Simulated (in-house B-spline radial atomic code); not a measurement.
Configurations of Rh VI (Rh5+), with energies counted from [Kr] (4d3/2)4. Level of theory: Dirac-Hartree-Fock, average of each configuration as written, Fermi nucleus of rms radius 4.4945 fm; calculated with an all-electron radial atomic-structure program (B-spline basis). Energies include first-order Breit, QED and recoil terms.

Occupations are held fixed; configurations that lie above the ionisation limit could autoionise.

| configuration | E - E(ref) (eV) | highest orbital | its <r> (bohr) |
| --- | --- | --- | --- |
| [Kr] (4d3/2)2 (4d5/2)2 | 1.965 | 4d5/2 | 1.261 |
| [Kr] (4d5/2)3 5s1 | 22.42 | 5s1/2 | 2.181 |
| [Ar] 3d10 4s2 (4p1/2)1 (4p3/2)4 (4d3/2)4 7s1 | 117.59 | 7s1/2 | 6.178 |
| [Ar] (3d3/2)3 (3d5/2)6 4s2 4p6 (4d3/2)4 6s1 | 369.09 | 6s1/2 | 3.907 |
| [Ar] (3d3/2)3 (3d5/2)6 4s2 4p6 (4d3/2)4 7s1 | 380.83 | 7s1/2 | 6.14 |
| [Ar] (3d3/2)3 (3d5/2)6 4s2 4p6 (4d3/2)4 (5g7/2)1 | 381.25 | 5g7/2 | 4.532 |

Task: Order these further configurations by energy, lowest first.
A. [Kr] (4d5/2)3 6s1
B. [Ar] 3d10 4s2 (4p1/2)1 (4p3/2)4 (4d3/2)4 (4d5/2)1
C. [Ar] 3d10 4s2 (4p1/2)1 (4p3/2)4 (4d3/2)4 (4f5/2)1
D. [Ar] 3d10 4s2 (4p1/2)2 (4p3/2)3 (4d3/2)1 (4d5/2)3 (5f5/2)1
E. [Kr] (4d3/2)2 (4d5/2)1 (6f5/2)1

Result: A (49.023 eV), B (58.932 eV), E (64.248 eV), C (100.85 eV), D (109.9 eV).

Task: How far above the reference does [Kr] (4d3/2)1 (4d5/2)2 (7f7/2)1 lie?

Result: 69.161 eV; its least bound orbital is 7f7/2 with <r> = 9.995 bohr.

Task: How far above the reference does [Ar] 3d10 4s2 (4p1/2)1 (4p3/2)4 (4d5/2)4 (8d3/2)1 lie?

Result: 122.76 eV; its least bound orbital is 8d3/2 with <r> = 11.01 bohr.
